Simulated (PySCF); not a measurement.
Computed IR spectrum (relative IR intensity) of a molecule C4H5BO2. Coordinates come from a TPSSh-D3(BJ)/def2-SVP optimisation. The values are those of a single conformer. Level of theory: TPSSh-D3(BJ)/def2-SVP (PySCF). No scaling factor is applied to the harmonic values.

ν (cm⁻¹): 486 (vw), 561 (m), 654 (w), 710 (w), 734 (vw), 743 (w), 891 (w), 928 (w), 1004 (w), 1010 (w), 1202 (vw), 1302 (vs), 1359 (m), 1406 (m), 1465 (vs), 1697 (m), 2168 (w), 3195 (w), 3460 (w), 3820 (m) (against the strongest line: vs over 80 %, s over 45 %, m over 15 %, w over 4 %, vw less)

Task: Pick the molecule that these values belong to.
A) C=C=C1COB1O
B) C#CB(O)OC=C
C) C=CC#CB(O)O
D) C=C1OB(O)C1=C

Result: B, C#CB(O)OC=C
